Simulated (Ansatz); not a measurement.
CH$_{5}$AlFNO. The species carries charge 0 and has multiplicity 1. The bonds changed during the relaxation, so this is another structure than the one it started from. All single points use the PBE0-D4/def2-TZVP geometry. It is one conformer, not always the lowest.

```xyz
10

N    -1.568    0.687    0.408
C    -0.904   -0.363    0.046
O     1.843   -0.733   -1.362
F    -1.694   -1.344   -0.317
Al    1.209   -0.315    0.184
H    -1.011    1.485    0.690
H    -2.581    0.731    0.426
H     2.046   -0.065   -2.012
H     1.181    1.269    0.567
H     1.478   -1.350    1.369
```

Problem. What is the dipole moment at PBE/def2-TZVPP? (Best estimate.)

Solution. The calculation gave: 6.56 D, with components (-5.69, 3.26, 0.09) D in this frame, pointing from negative to positive charge.

Problem. And with r2SCAN, B3LYP, ωB97M-V? (Estimate.)

Solution. Ansatz gave: r2SCAN 6.69 D, B3LYP 6.71 D, ωB97M-V 6.79 D.

Problem. Give the Mulliken charges with PBE, B3LYP, ωB97M-V in def2-TZVPP. (Best estimate.)

Solution. Ansatz gave: 
| atom | PBE | B3LYP | ωB97M-V |
| --- | --- | --- | --- |
| N1 | -0.11 | -0.13 | -0.09 |
| C2 | 0.19 | 0.24 | 0.23 |
| O3 | -0.42 | -0.46 | -0.45 |
| F4 | -0.10 | -0.14 | -0.14 |
| Al5 | 0.29 | 0.40 | 0.34 |
| H6 | 0.22 | 0.22 | 0.20 |
| H7 | 0.19 | 0.18 | 0.16 |
| H8 | 0.16 | 0.16 | 0.15 |
| H9 | -0.24 | -0.27 | -0.25 |
| H10 | -0.17 | -0.20 | -0.17 |

B3LYP here is the variant with VWN-RPA as its local correlation; programs differ in this.
